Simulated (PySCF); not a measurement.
Dipole moment and polarisability of `Cc1cc(F)c([SiH3])nn1`

Species: C5H7FN2Si.
Cartesian coordinates in Å at the GFN2-xTB level; atoms count from 1:
```
atom  x, y, z in Å
C1    -2.852   -0.812   -0.152
C2    -1.403   -0.461   -0.087
C3    -0.980    0.855    0.145
C4     0.379    1.048    0.184
F5     0.889    2.277    0.400
C6     1.250   -0.030   -0.002
Si7    3.135    0.160    0.038
N8     0.745   -1.234   -0.214
N9    -0.536   -1.444   -0.256
H10   -3.345   -0.559    0.785
H11   -2.955   -1.877   -0.338
H12   -3.339   -0.256   -0.951
H13   -1.678    1.667    0.285
H14    3.482    0.709    1.351
H15    3.710   -1.157   -0.191
H16    3.490    1.123   -1.008
```

Level: PBE0/def2-SVPD (PySCF), static field, nuclei fixed, core orbitals frozen in the response. The polarisability tensor in these axes (au):

```
x   136.24   7.37   1.52
y     7.37  95.00   5.01
z     1.52   5.01  67.38
```

Q: What are the eigenvalues, a third of the trace, and Δα (Δα² = ½Σ(αi − αj)² over the three pairs)?

A: Principal values 66.50, 94.52 and 137.60 au; mean 99.54 au = 14.75 Å³ = 16.41 × 10⁻⁴⁰ C²·m²/J; Δα = 62.03 au (62 % of the mean).

Q: What is the dipole moment, and where does it point?

A: (-1.81, 2.16, 0.37) D, 2.84 D in size, pointing from the negative to the positive side. Measured along this direction, the outermost atoms are H15 at the negative end and H13 at the positive end.

Q: Along which axes do the principal values lie, and how far do the nuclei extend along each?

A: Largest value along (0.98, 0.17, 0.03), where the nuclei span 6.96 Å; middle along (-0.18, 0.97, 0.17), 3.93 Å; least along (0.00, -0.17, 0.99), 2.39 Å. The response follows the extents in order.

Q: Sum over states: ᾱ = Σ f/ω², ω in Eh. What share falls to these 8 lowest TDDFT singlets (eV, f)? 3.45, 0.0025; 3.98, 0.0004; 5.44, 0.0016; 5.55, 0.0413; 5.96, 0.0056; 6.19, 0.0287; 6.30, 0.0849; 6.61, 0.0152.

A: They add up to 3.72 au, 3.7 % of the 99.54 au; the largest single term is 1.59 au, from the state at 6.30 eV. Terms in order: 0.15, 0.02, 0.04, 0.99, 0.12, 0.55, 1.59, 0.26 au. Higher excitations give the rest. The strengths listed sum to 0.180.

Q: Estimate the molar refractivity from the static electronic polarisability.

A: Lorentz–Lorenz: R = (4π/3)N_A α = 2.5225 cm³/(mol·Å³) × 14.75 Å³ = 37.2 cm³/mol, in the limit of long wavelengths.

Q: Give the eigenvalues of the traceless quadrupole moment Θ = ½Σq(3rr − r²1), origin at the centre of nuclear charge.

A: -13.69, -0.57, 14.26 D·Å. The values depend on the origin, since the dipole doesn't vanish. The electronic extent ⟨r²⟩ about the same centre is 1529 bohr², a root-mean-square distance of 2.41 Å for the 74 electrons.

Isolated species at its GFN2-xTB geometry, gas phase.

The run behind these numbers computed excited states as well. On one thread, Arm Neoverse V2 (aarch64), shared host with 192 logical CPUs at a one-minute load of 20, this took 41 s of wall time and 0.94 GiB of memory at its peak.
